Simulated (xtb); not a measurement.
Mg(F)(iPr) (C3H7FMg), SMILES C[CH](C)[Mg][F]. All values are semi-empirical tight-binding results from xtb (GFN2-xTB unless named), good for trends rather than for accurate numbers. The structure is a stationary point at GFN2-xTB. The structure was generated by enumeration; whether it is a known compound was not checked. Other conformers were not sampled.

Optimised geometry:

Bond lengths (Å): Mg1–F2 1.735, Mg1–C3 2.104, C3–C4 1.514, C3–C5 1.514, C3–H6 1.092, C4–H7 1.094, C4–H8 1.092, C4–H9 1.092, C5–H10 1.092, C5–H11 1.094, C5–H12 1.092. Bond angles (°): F2–Mg1–C3 109.8, Mg1–C3–C4 106.5, Mg1–C3–C5 106.5, Mg1–C3–H6 111.9, C4–C3–C5 111.2, C4–C3–H6 110.3, C5–C3–H6 110.3, C3–C4–H7 110.3, C3–C4–H8 110.1, C3–C4–H9 111.4, H7–C4–H8 108.0, H7–C4–H9 108.1, H8–C4–H9 108.8, C3–C5–H10 111.4, C3–C5–H11 110.3, C3–C5–H12 110.1, H10–C5–H11 108.1, H10–C5–H12 108.8, H11–C5–H12 108.0.
Charge 0, spin multiplicity 1.

For metal compounds this method's bond lengths and energies can be far off.

| Item | Value |
|---|---|
| point group as xtb finds it | Cs |
| orbital gap | 2.57 eV |
| zero-point energy | 57.9 kcal/mol |
| G − E(el) at 298.15 K (modified RRHO) | 38.1 kcal/mol |

Computed atomic charges and the Wiberg bond orders between heavy atoms:
charges (e) Mg1 0.39, F2 -0.44, C3 -0.08, C4 -0.11, C5 -0.11, H6 0.03, H7 0.05, H8 0.07, H9 0.04, H10 0.04, H11 0.05, H12 0.07. Bond orders Mg1–F2 0.91, Mg1–C3 0.88, C3–C4 1.03, C3–C5 1.03.
